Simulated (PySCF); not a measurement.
## Magnetisability: `InChI=1S/C5H7F2N/c6-3-1-2-4(8)5(3)7/h1,4-5H,2,8H2/t4-,5+/m1/s1`

Geometry:
```
atom   x (Å)   y (Å)   z (Å)
  N1  -1.752  -1.007   0.191
  C2  -0.586  -0.430  -0.424
  C3   0.716  -1.072   0.109
  C4   1.704   0.051   0.129
  C5   1.103   1.214  -0.058
  F6   1.693   2.417  -0.113
  C7  -0.386   1.102  -0.198
  F8  -1.012   1.485   0.981
  H9  -1.768  -0.796   1.184
 H10  -2.602  -0.634  -0.217
 H11  -0.654  -0.598  -1.504
 H12   1.042  -1.899  -0.519
 H13   0.557  -1.463   1.116
 H14   2.757  -0.099   0.280
 H15  -0.815   1.738  -0.979
```

Computed with GIAO B97-2/pcSseg-1 magnetisability, rotational g tensor and spin-rotation constants, non-relativistic, gas phase in PySCF 2.14.0. Geometry: GFN2-xTB.

Task: How diamagnetic is it, and how anisotropic?

Result: Isotropic -1106 × 10⁻³⁰ J/T², or -66.6 × 10⁻⁶ cm³/mol; principal values -1192, -1077, -1051 × 10⁻³⁰ J/T², anisotropy 130 × 10⁻³⁰ J/T² (root of half the summed squared differences of the principal values). The susceptibility is in cgs units.

Task: Split it along the inertial axes a, b, c into diamagnetic and paramagnetic parts about the centre of mass, with the quadrupole moment.

Result: 
| axis | χ (10⁻⁶ cm³/mol) | diamagnetic (10⁻⁶ cm³/mol) | paramagnetic (10⁻⁶ cm³/mol) | summed x² of all electrons (Å²) | quadrupole Θ (D Å) |
| --- | --- | --- | --- | --- | --- |
| a | -65.5 | -440.0 | 374.5 | 148.4 | -7.39 |
| b | -64.8 | -731.0 | 666.2 | 79.8 | +2.66 |
| c | -69.6 | -967.7 | 898.2 | 24.0 | +4.73 |

Anisotropies 2χaa − χbb − χcc = +3.3 and 2χbb − χaa − χcc = +5.5 × 10⁻⁶ cm³/mol. Θ is traceless in Buckingham's convention.

Task: And the rotational g tensor?

Result: 
| axis | rotational constant (GHz) | g | nuclear part | electronic part |
| --- | --- | --- | --- | --- |
| a | 3.3793 | -0.0206 | 0.5739 | -0.5945 |
| b | 1.7796 | -0.0164 | 0.5406 | -0.5570 |
| c | 1.3002 | -0.0098 | 0.5388 | -0.5486 |

Asymmetric top; isotopes 12C, 19F, 1H, 14N; no vibrational averaging.
